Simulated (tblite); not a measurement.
Species: C₄H₁₂OP₂Si.
Z-matrix (Å and degrees, GFN2-xTB geometry), rows numbered from 1:
```
C 
C   1  1.5021
O   2  1.2119  1  122.67
C   2  1.4928  1  116.25  3   177.03
P   4  1.8900  2  105.89  1  -111.11
P   5  2.1663  4   96.82  2   -52.95
C   5  1.8549  4   98.53  2  -154.28
Si  7  1.9138  5  119.05  4    70.06
H   1  1.0881  2  109.78  3   121.28
H   1  1.0889  2  108.88  3  -120.55
H   1  1.0866  2  110.45  3     0.13
H   4  1.0904  2  112.95  1     8.50
H   4  1.0913  2  110.28  1   132.93
H   6  1.3911  5   94.38  4    97.83
H   6  1.4069  5   89.85  4  -171.25
H   7  1.0932  5  105.77  4   -55.56
H   7  1.0937  5  105.41  4  -167.53
H   8  1.4668  7  105.26  5  -163.90
H   8  1.4655  7  111.15  5   -46.02
H   8  1.4616  7  109.53  5    77.11
```

Computed with GFN2-xTB (tblite): harmonic, unscaled wavenumbers at the GFN2-xTB geometry, gas phase. Errors from tens to a few hundred cm⁻¹ against measured bands are possible. Modes of hydrogen on phosphorus and silicon can be 10 to 20 % off. One conformer, not necessarily the lowest.

Harmonic wavenumbers (cm⁻¹): 46.4, 50.5, 95.1, 121.7, 131.2, 148.4, 165.6, 191.6, 228.4, 278.2, 347.5, 382.7, 490.9, 502.0, 510.6, 527.4, 552.7, 656.8, 675.9, 713.8, 745.3, 761.5, 769.8, 776.6, 785.8, 802.9, 828.3, 894.6, 958.8, 987.6, 1050.2, 1083.1, 1129.0, 1152.7, 1162.9, 1212.2, 1363.1, 1409.4, 1436.8, 1447.7, 1453.8, 1716.5, 2189.9, 2237.4, 2241.2, 2277.3, 2319.5, 2934.4, 2951.0, 2963.0, 2979.5, 3017.7, 3027.5, 3057.9.

A = 1905, B = 742.8, C = 676.6 MHz; mass 166.013 u (most abundant isotopes); point group C1, symmetry number 1.

Problem. Zero-point energy?

Solution. Half the sum of the wavenumbers: 31471 cm⁻¹ = 89.98 kcal/mol.

Problem. Entropy at 400 K, 1 bar (ideal gas, RRHO, classical rotation)?

Solution. Translation 42.72, rotation 31.07, vibration 51.73: S = 125.5 cal/(mol K).

Problem. And Cp and H(400 K) − H(0)?

Solution. Cp = 57.35 cal/(mol K), of which vibrations give 49.40 (their classical limit is 54 R = 107.3); H(400 K) − H(0) = 13.72 kcal/mol without the zero-point energy, 10.54 from vibrations.

Problem. What must be added to the electronic energy to get the Gibbs energy at 400 K and 1 bar?

Solution. ZPE + [H(400 K) − H(0)] − T·S = 89.98 + 13.72 − 50.21 = 53.49 kcal/mol.

Problem. Which modes carry the vibrational entropy at 400 K?

Solution. 46.4 cm⁻¹: 5.55; 50.5 cm⁻¹: 5.38; 95.1 cm⁻¹: 4.13; 121.7 cm⁻¹: 3.64; 131.2 cm⁻¹: 3.50; 148.4 cm⁻¹: 3.26 cal/(mol K); the other 48 give 26.27 together.

Problem. Blend soft modes into free rotors: weight 1/[1 + (100 cm⁻¹/ν̃)⁴] for the oscillator and the rest for a rotor with moment μB/(μ + B), μ = h/(8π²ν), B = 10⁻⁴⁴ kg m². What vibrational entropy results?

Solution. 47.67 cal/(mol K) in place of 51.73, which changes −T·S at 400 K by +1.62 kcal/mol.

Hindered rotation and anharmonicity are outside this model. Other conformers, if any are populated, would add a mixing term that is left out. The structure is chiral; the term R ln 2 for an equal mix with its mirror image is left out.
